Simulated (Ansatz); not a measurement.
Reaction (formal exchange of groups at the In–B bond): `CB[BH][InH][NH2]` + `CCl` → `[NH2][InH][Cl]` + `CBBC`

Program: Ansatz. Geometries: PBE0-D4/def2-TZVP. ΔE: electronic, gas phase. CCSD(T)/CBS adds triple-zeta CCSD(T) − MP2 to the extrapolated MP2 energy (def2 sets, frozen cores). This one scheme is used for every species. DFT in def2-TZVPP. Elements past krypton have def2 core potentials. For In outer-core shells are correlated without core-valence functions, which leaves a few kJ/mol of doubt a bond. Each species was taken in one conformer, which may not be the lowest.

**Question.** Is it downhill or uphill in electronic energy at CCSD(T)/CBS, and by how much? (Estimate.)

**Answer.** The calculation gave: Downhill: ΔE = -177.8 kJ/mol.

**Question.** What do these levels give: PBE-D4, revPBE-D4, RPA@PBE/def2-TZVPP, HF/def2-SVP, HF/CBS(def2), MP2/CBS(def2)? (Best estimate.)

**Answer.** Ansatz gave: PBE-D4 -163.0, revPBE-D4 -162.5, RPA@PBE/def2-TZVPP -164.1, HF/def2-SVP -219.4, HF/CBS(def2) -209.4, MP2/CBS(def2) -182.1 kJ/mol.

**Question.** What do rigid-rotor, harmonic-oscillator terms from PBE0-D4/def2-TZVP frequencies (298.15 K, 1 bar) make of the CCSD(T)/CBS value? (Best estimate.)

**Answer.** Computed: ΔZPE = -0.6 kJ/mol, ΔH = -179.4 kJ/mol, ΔS = -4 J/(mol·K), ΔG = -178.4 kJ/mol. Modes under 50 cm⁻¹ make the entropy rough.

Largest T1 diagnostic among the species: 0.016.

Leaving LDA and LC-ωPBE aside and taking each functional with its dispersion term where it has one, the values, not all of them listed here, spread over 27.1 kJ/mol, from BHLYP-D4 to revPBE-D4. In def2-TZVPP, CCSD(T) changes the Hartree–Fock value by +34.4 kJ/mol (the triples alone add +4.7 kJ/mol) and MP2 by +30.1 kJ/mol.
